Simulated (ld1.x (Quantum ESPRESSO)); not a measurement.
**LDA (PZ) TM dataset for nitrogen, scalar-relativistic all-electron reference.**

ld1.x (Quantum ESPRESSO) 7.5 input, shortened:

```
&input
   title='N', zed=7., rel=1, dft='PZ', iswitch=3,
   config='[He] 2s2 2p2.5 3d-2'
 /
 &inputp
   pseudotype=2, tm=.true., lloc=-2, rcloc=1.05,
   nlcc=.false.
 /
3
2S  1  0   2.00   0.00  1.00  1.00  0.0
2P  2  1   2.50   0.00  2.10  2.10  0.0
3D  3  2  -2.00   0.25  2.05  2.05  0.0
 &test
   configts(1)='2s2 2p2.5'
 /
```

Results:

| Item | Value |
| --- | --- |
| Cutoffs needed | 50 Ry and 140 Ry (the cutoffs (Ry, on a coarse ladder) from which the occupation-weighted sum of valence levels, in a spherical-Bessel basis at the reference potential, stays within 10 and 1 mRy of its value at 400 Ry) |
| Ghost test | no extra level below or beside the all-electron valence levels (s, p, d, f tested) (spherical-Bessel basis up to 400 Ry, 20 bohr box) |
| Largest excitation error | +1771 meV (all-electron minus pseudo) for 2s2 2p0, out of 7 test configurations |

Generation and tests took about 2.1 s on one core of a shared server CPU.
